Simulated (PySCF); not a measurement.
Atom-mapped SMILES (the numbers label the heavy atoms): `[CH3:1][CH2:2][CH2:3]/[CH:4]=[N:5]\[SiH2:6][OH:7]` (H(Xn): hydrogen on atom n).

No solvent, non-relativistic, one computed conformer, one averaged value for each set of equivalent atoms. Structure optimised with GFN2-xTB; σ from GIAO-PBE0/pcSseg-1; PySCF.

Q: Predict the 2D correlation tables (HSQC, COSY, HMBC).

A: 

HSQC (one-bond C–H):
| δH | δC |
| --- | --- |
| 8.37 (H(C4)) | 181.8 (C4) |
| 2.17 (H(C3)) | 48.4 (C3) |
| 1.62 (H(C2)) | 21.8 (C2) |
| 0.98 (H(C1)) | 15.1 (C1) |

COSY cross peaks (H two or three bonds apart, from the bond graph; peaks can be absent where the dihedral angle is near 90°):
| δH | δH |
| --- | --- |
| 8.37 (H(C4)) | 2.17 (H(C3)) |
| 2.17 (H(C3)) | 1.62 (H(C2)) |
| 1.62 (H(C2)) | 0.98 (H(C1)) |

HMBC (two and three bonds, from the bond graph):
| δH | δC |
| --- | --- |
| 8.37 (H(C4)) | 48.4 (C3), 21.8 (C2) |
| 5.27 (H(Si6)) | 181.8 (C4) |
| 2.17 (H(C3)) | 181.8 (C4), 21.8 (C2), 15.1 (C1) |
| 1.62 (H(C2)) | 181.8 (C4), 48.4 (C3), 15.1 (C1) |
| 0.98 (H(C1)) | 48.4 (C3), 21.8 (C2) |

Chemical shifts δ = σref − σ; 1H (31.72 ppm) and 13C (186.93 ppm) vs TMS, all at this level.

Short H···H contacts in this conformer between protons four or more bonds apart (candidates for NOE cross peaks, intensity ∝ r⁻⁶): H(C1)···H(C3) 2.54 Å, H(C2)···H(C4) 2.57 Å, H(C3)···H(Si6) 2.65 Å.

The OH or NH signal is concentration- and solvent-dependent in practice; the value given is the gas-phase one. Shifts are as computed. Against solution values, carbons near 30 ppm lie about +3 ppm off and those near 130 ppm about +5 ppm. Of 1211 compounds with measured shifts, 218 miss one by over three times the rms of a fit or turn the order of signals round; such compounds aren't used in these exercises.
